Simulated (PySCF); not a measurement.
Compound: CrO₃ (singlet state).
SMILES: `[O]=[Cr](=[O])=[O]`

The closed-shell ground state was solved at several levels (PySCF, density fitting, gas phase, non-relativistic). Geometry: PBE0-D3(BJ)/def2-SVP; no solvent, vibrations or thermal averaging.

| level | basis functions | HOMO (eV) | LUMO (eV) | gap (eV) | dipole (D) |
| --- | --- | --- | --- | --- | --- |
| PBE0/def2-SVPD | 103 | -9.47 | -5.30 | 4.17 | 3.07 |
| PBE/pcJ-1 (pcSseg-1 on Cr) | 126 | -7.53 | -5.95 | 1.58 | 3.07 |
| B3LYP/pcSseg-1 (pcSseg-2 on Cr) | 124 | -9.01 | -5.48 | 3.53 | 3.16 |
| PBE/pcSseg-1 (pcSseg-2 on Cr) | 124 | -7.54 | -5.94 | 1.60 | 3.05 |

What might PBE0/pcSseg-1 (pcSseg-2 on Cr) (124 basis functions) give for the same quantities?

HOMO -9.29 eV, LUMO -5.14 eV, gap 4.15 eV, dipole 3.21 D.

Over all these levels, which gives the widest orbital gap and which the narrowest?

PBE0/def2-SVPD (global hybrid, 25 % exact exchange) has the widest, 4.17 eV, and PBE/pcJ-1 (pcSseg-1 on Cr) (GGA) the narrowest, 1.58 eV. Functional and basis both differ between the two, so the spread mixes both effects.

In the pcSseg-1 (pcSseg-2 on Cr) basis, how does the gap go with the fixed share of exact exchange?

PBE (0 %) 1.60 eV; B3LYP (20 %) 3.53 eV; PBE0 (25 %) 4.15 eV. Each rise in the share widens the gap here.

How far do the dipole and the HOMO energy spread over the levels?

The dipole runs from 3.05 to 3.21 D (mean 3.11 D) and the HOMO from -9.47 to -7.53 eV.
